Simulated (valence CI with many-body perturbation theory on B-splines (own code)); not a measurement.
# Sm⁵⁶⁺: electric-dipole lines

Computed by relativistic CI+MBPT: four valence electrons over a frozen Dirac-Fock core [He], radial functions for each j: 11 s, 11 p, 9 d, 7 f, 5 g, 2 h, 1 i, with the one-electron correlation potential Σ1 (screened to all orders), the two-electron term Σ2, the three-electron term Σ3, Breit, model QED; selected single and double excitations, second order for the rest (own B-spline code, finite nucleus).

The last digits are not significant, and no measured levels were compared; by estimate large intervals hold to a few tenths of a per cent, small ones and those within an open d or f shell to about a per cent. Among the levels kept, up to 250 cm⁻¹ of a level comes from second order outside the variational space, and about a tenth of that is noise between levels of different J, which matters for small intervals.

Lines 51 to 100 of 259 in falling wavelength, among levels below 65994 × 10³ cm⁻¹, chosen from the strongest by gf and those to the six lowest levels. Wavelengths and rates use the calculated energies. Electric multipoles are in the length gauge, E1 and E2 with the static RPA response of the core. Weak lines are less certain than strong ones. Lines between different terms over intervals too small for the method are left out, as are lines whose strength nearly cancels. The highest levels of a list are the least certain.

Levels are named by their leading jj configuration (3d3/2^4 stands for four electrons in 3d with j = 3/2), which in mixed levels can hold well under half, so a name can repeat and another be missing. Letters in brackets count levels of one name in rising energy.

| λ vac (nm) | Upper | Lower | A (s⁻¹) | S (a.u.) with core polarisation | S without |
| --- | --- | --- | --- | --- | --- |
| 4.392 | (2s 2p1/2^2 2p3/2) J=1 | (2s^2 2p1/2 2p3/2) J=2 | 3.45e+10 | 4.32e-03 | 4.33e-03 |
| 4.351 | (2s 2p1/2 2p3/2 3p3/2) J=3 [b] | (2s 2p1/2 2p3/2 3s) J=3 | 1.89e+11 | 5.38e-02 | 5.39e-02 |
| 4.321 | (2s^2 2p3/2 3p3/2) J=2 | (2s^2 2p3/2 3s) J=2 | 1.79e+11 | 3.56e-02 | 3.56e-02 |
| 4.314 | (2p1/2^2 2p3/2 3s) J=1 | (2s 2p1/2 2p3/2 3s) J=2 [b] | 2.28e+11 | 2.71e-02 | 2.71e-02 |
| 4.314 | (2s 2p1/2 2p3/2^2) J=2 [b] | (2s^2 2p3/2^2) J=2 | 1.76e+10 | 3.48e-03 | 3.48e-03 |
| 4.307 | (2p1/2^2 2p3/2 3p1/2) J=2 | (2s 2p1/2 2p3/2 3p1/2) J=3 | 1.08e+11 | 2.13e-02 | 2.13e-02 |
| 4.221 | (2p1/2^2 2p3/2 3s) J=2 | (2s 2p1/2 2p3/2 3s) J=3 | 1.06e+11 | 1.97e-02 | 1.97e-02 |
| 4.140 | (2s 2p1/2^2 2p3/2) J=1 | (2s^2 2p1/2 2p3/2) J=1 | 7.72e+09 | 8.11e-04 | 8.13e-04 |
| 1.490 | (2s 2p1/2 2p3/2^2) J=2 [a] | (2s^2 2p1/2 2p3/2) J=1 | 5.44e+11 | 4.44e-03 | 4.45e-03 |
| 1.451 | (2s 2p1/2 2p3/2^2) J=3 | (2s^2 2p1/2 2p3/2) J=2 | 5.17e+11 | 5.45e-03 | 5.46e-03 |
| 1.405 | (2s 2p3/2^3) J=2 | (2s^2 2p3/2^2) J=2 | 1.89e+12 | 1.29e-02 | 1.29e-02 |
| 1.394 | (2s 2p1/2 2p3/2 3d5/2) J=3 [c] | (2s^2 2p1/2 3d5/2) J=2 | 2.04e+12 | 1.90e-02 | 1.91e-02 |
| 1.394 | (2p1/2^2 2p3/2^2) J=2 | (2s 2p1/2^2 2p3/2) J=1 | 1.60e+12 | 1.07e-02 | 1.07e-02 |
| 1.393 | (2p1/2 2p3/2^3) J=1 | (2s 2p1/2 2p3/2^2) J=1 [a] | 2.24e+12 | 8.98e-03 | 8.99e-03 |
| 1.390 | (2s 2p1/2 2p3/2 3p3/2) J=2 [c] | (2s^2 2p1/2 3p3/2) J=1 | 1.76e+12 | 1.16e-02 | 1.17e-02 |
| 1.389 | (2s 2p1/2 2p3/2 3d3/2) J=2 [c] | (2s^2 2p1/2 3d3/2) J=2 | 1.59e+12 | 1.05e-02 | 1.06e-02 |
| 1.388 | (2s 2p1/2 2p3/2 3p3/2) J=3 [c] | (2s^2 2p1/2 3p3/2) J=2 | 2.07e+12 | 1.91e-02 | 1.92e-02 |
| 1.387 | (2s 2p1/2 2p3/2 3s) J=1 [b] | (2s^2 2p1/2 3s) J=1 | 1.80e+12 | 7.11e-03 | 7.12e-03 |
| 1.381 | (2p1/2 2p3/2^3) J=2 | (2s 2p1/2 2p3/2^2) J=2 [b] | 3.30e+12 | 2.14e-02 | 2.15e-02 |
| 1.381 | (2p3/2^4) J=0 | (2s 2p3/2^3) J=1 | 7.53e+12 | 9.79e-03 | 9.80e-03 |
| 1.380 | (2s 2p1/2 2p3/2 3p1/2) J=1 [b] | (2s^2 2p1/2 3p1/2) J=1 | 2.48e+12 | 9.65e-03 | 9.67e-03 |
| 1.379 | (2s 2p1/2 2p3/2 3d3/2) J=3 [c] | (2s^2 2p1/2 3d3/2) J=2 | 1.76e+12 | 1.59e-02 | 1.59e-02 |
| 1.377 | (2s 2p1/2 2p3/2 3p1/2) J=2 [c] | (2s^2 2p1/2 3p1/2) J=1 | 2.03e+12 | 1.31e-02 | 1.31e-02 |
| 1.375 | (2s 2p1/2 2p3/2 3d3/2) J=2 [d] | (2s^2 2p1/2 3d3/2) J=1 | 1.57e+12 | 1.01e-02 | 1.01e-02 |
| 1.374 | (2s 2p1/2 2p3/2 3p1/2) J=1 [c] | (2s^2 2p1/2 3p1/2) J=0 | 2.35e+12 | 9.03e-03 | 9.05e-03 |
| 1.371 | (2s 2p1/2 2p3/2 3s) J=2 [c] | (2s^2 2p1/2 3s) J=1 | 1.95e+12 | 1.24e-02 | 1.24e-02 |
| 1.368 | (2s 2p1/2 2p3/2 3s) J=1 [c] | (2s^2 2p1/2 3s) J=0 | 2.24e+12 | 8.49e-03 | 8.50e-03 |
| 1.367 | (2s 2p1/2 2p3/2 3p3/2) J=1 [c] | (2s^2 2p1/2 3p3/2) J=1 | 1.64e+12 | 6.22e-03 | 6.23e-03 |
| 1.367 | (2s 2p1/2 2p3/2 3p3/2) J=2 [d] | (2s^2 2p1/2 3p3/2) J=2 | 1.76e+12 | 1.11e-02 | 1.11e-02 |
| 1.365 | (2s 2p1/2 2p3/2 3d3/2) J=1 [c] | (2s^2 2p1/2 3d3/2) J=2 | 2.34e+12 | 8.79e-03 | 8.80e-03 |
| 1.359 | (2s 2p1/2 2p3/2 3p3/2) J=1 [d] | (2s^2 2p1/2 3p3/2) J=2 | 1.71e+12 | 6.35e-03 | 6.36e-03 |
| 1.351 | (2s 2p1/2 2p3/2^2) J=0 | (2s^2 2p1/2 2p3/2) J=1 | 2.02e+12 | 2.45e-03 | 2.46e-03 |
| 1.350 | (2p1/2^2 2p3/2 3p1/2) J=2 | (2s 2p1/2^2 3p1/2) J=1 | 1.15e+12 | 6.98e-03 | 7.00e-03 |
| 1.349 | (2s 2p1/2 2p3/2^2) J=1 [a] | (2s^2 2p1/2 2p3/2) J=2 | 2.14e+11 | 7.80e-04 | 7.82e-04 |
| 1.341 | (2s 2p1/2^2 2p3/2) J=1 | (2s^2 2p1/2^2) J=0 | 2.48e+12 | 8.85e-03 | 8.86e-03 |
| 1.339 | (2p1/2^2 2p3/2 3s) J=2 | (2s 2p1/2^2 3s) J=1 | 1.12e+12 | 6.66e-03 | 6.67e-03 |
| 1.335 | (2s 2p1/2 2p3/2^2) J=2 [b] | (2s^2 2p1/2 2p3/2) J=2 | 3.56e+12 | 2.09e-02 | 2.09e-02 |
| 1.330 | (2s 2p1/2 2p3/2^2) J=1 [b] | (2s^2 2p1/2 2p3/2) J=2 | 2.50e+12 | 8.72e-03 | 8.73e-03 |
| 1.325 | (2s 2p1/2 2p3/2^2) J=1 [a] | (2s^2 2p1/2 2p3/2) J=1 | 3.64e+12 | 1.25e-02 | 1.25e-02 |
| 1.316 | (2p1/2^2 2p3/2^2) J=0 | (2s 2p1/2^2 2p3/2) J=1 | 4.09e+12 | 4.60e-03 | 4.61e-03 |
| 1.310 | (2s 2p1/2 2p3/2^2) J=2 [b] | (2s^2 2p1/2 2p3/2) J=1 | 2.44e+11 | 1.36e-03 | 1.36e-03 |
| 1.304 | (2s 2p3/2^3) J=1 | (2s^2 2p3/2^2) J=2 | 3.73e+12 | 1.22e-02 | 1.23e-02 |
| 1.291 | (2p1/2^2 2p3/2^2) J=2 | (2s 2p1/2^2 2p3/2) J=2 | 1.88e+12 | 9.96e-03 | 9.98e-03 |
| 0.2006 | (2s 2p1/2^2 3s) J=1 | (2s 2p1/2^2 2p3/2) J=1 | 1.22e+13 | 1.46e-04 | 1.46e-04 |
| 0.1996 | (2s 2p1/2^2 3s) J=0 | (2s 2p1/2^2 2p3/2) J=1 | 8.75e+13 | 3.43e-04 | 3.42e-04 |
| 0.1987 | (2s 2p1/2 2p3/2 3s) J=3 | (2s 2p1/2 2p3/2^2) J=3 | 4.19e+13 | 1.13e-03 | 1.13e-03 |
| 0.1983 | (2s 2p1/2^2 3s) J=1 | (2s 2p1/2^2 2p3/2) J=2 | 7.84e+13 | 9.05e-04 | 9.04e-04 |
| 0.1980 | (2s 2p1/2 2p3/2 3s) J=2 [b] | (2s 2p1/2 2p3/2^2) J=3 | 6.83e+13 | 1.31e-03 | 1.31e-03 |
| 0.1980 | (2s^2 2p1/2 3s) J=1 | (2s^2 2p1/2 2p3/2) J=2 | 7.82e+13 | 8.99e-04 | 8.97e-04 |
| 0.1978 | (2s 2p1/2 2p3/2 3s) J=1 [a] | (2s 2p1/2 2p3/2^2) J=2 [a] | 7.43e+13 | 8.51e-04 | 8.49e-04 |
